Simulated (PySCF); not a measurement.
Ionisation energy of Ru⁺ by level of theory

Ru⁺ [Kr] 4d7 (4F) → Ru²⁺ [Kr] 4d6 (5D), as a difference of total energies. All numbers are calculated (PySCF 2.14, a scalar-relativistic core potential, in cc-pVDZ-PP with ECP28MDF (4s4p3d1f, 38 functions)). Correlated levels: valence: 4s2 4p6 frozen. The calculations carry no spin-orbit coupling.

| method | ionisation energy (eV) |
| --- | --- |
| UHF | 14.909 |
| MN15 | 16.768 |
| B3LYP | 16.983 |
| MP2 (valence) | 15.973 |
| SCS-MP2 (valence) | 16.065 |

Question: How much does correlation contribute at MP2 (valence)?

Answer: 15.973 − (14.909) = 1.064 eV, measured against UHF.

The reference lies between the lowest fine-structure levels, while these numbers refer to the centres of the terms.

Errors of the correlated levels include the incompleteness of this basis and the frozen core.

For comparison: 16.76 ± 0.06 eV (semi-empirical (NIST evaluation); NIST Atomic Spectra Database, ionization energies).
